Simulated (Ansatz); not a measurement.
Potential energy curve for SMILES [Si](C)(OC)(OC)OC, singlet. The Si1–O17 bond (Si1 also carries C, O, O; O17 carries C) is varied alone, starting from the PBE0/def2-SVP optimised geometry.

Computed with: RKS-PBE = restricted PBE/def2-SVP (Ansatz, a first-principles code); UKS-PBE0 = unrestricted PBE0/def2-SVP (Ansatz).

Energies relative to the lowest point of each curve near equilibrium, in kcal/mol:

```json
[
 {"R / Å": "1.35", "RKS-PBE": "64.9"},
 {"R / Å": "1.60", "RKS-PBE": "1.7"},
 {"R / Å": "1.69", "RKS-PBE": "0.0"},
 {"R / Å": "1.78", "RKS-PBE": "3.4"},
 {"R / Å": "1.86", "RKS-PBE": "8.9"},
 {"R / Å": "2.18", "RKS-PBE": "39.3"},
 {"R / Å": "2.43", "RKS-PBE": "61.8"},
 {"R / Å": "2.68", "RKS-PBE": "79.7"},
 {"R / Å": "3.08", "RKS-PBE": "99.8"},
 {"R / Å": "3.44", "RKS-PBE": "111.8"},
 {"R / Å": "4.04", "RKS-PBE": "123.9"},
 {"R / Å": "4.82", "RKS-PBE": "131.1"}
]
```

Problem. What does UKS-PBE0 give at the same points?

Solution. 1.35: 61.2; 1.60: 1.1; 1.69: 0.5; 1.78: 5.0; 1.86: 11.5; 2.18: 45.7; 2.43: 71.2; 2.68: 91.7; 3.08: 108.2; 3.44: 114.2; 4.04: 118.0; 4.82: 119.2 (kcal/mol).

The restricted form behind RKS-PBE keeps the bonding electrons paired and can't separate into open-shell fragments. The unrestricted determinant behind UKS-PBE0 is spin-contaminated at 2.68 to 4.82 Å (<S²> up to 1.0, against 0.00 for a pure singlet).
